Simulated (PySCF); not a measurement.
Vertical excitations of a molecule CH8FNSi2 from TDA-ωB97X/def2-SVPD run with PySCF 2.14.0, as energy in eV (oscillator strength): 7.05 (0.063), 7.16 (0.022), 7.50 (0.062), 8.15 (0.066), 8.18 (0.009), 8.62 (0.027), 8.71 (0.070), 8.76 (0.337), 8.83 (0.167), 8.87 (0.010). Lowest triplet (TDA): 6.10 eV. Coordinates come from a TPSSh-D3(BJ)/def2-SVP optimisation. The values are those of a single conformer.

Problem. Which structure fits?
(A) C[SiH2][Si@@H](N)F
(B) FC[SiH2]N[SiH3]
(C) C[Si@@H](F)N[SiH3]
(D) N[SiH2][SiH2]CF

Solution. A, C[SiH2][Si@@H](N)F
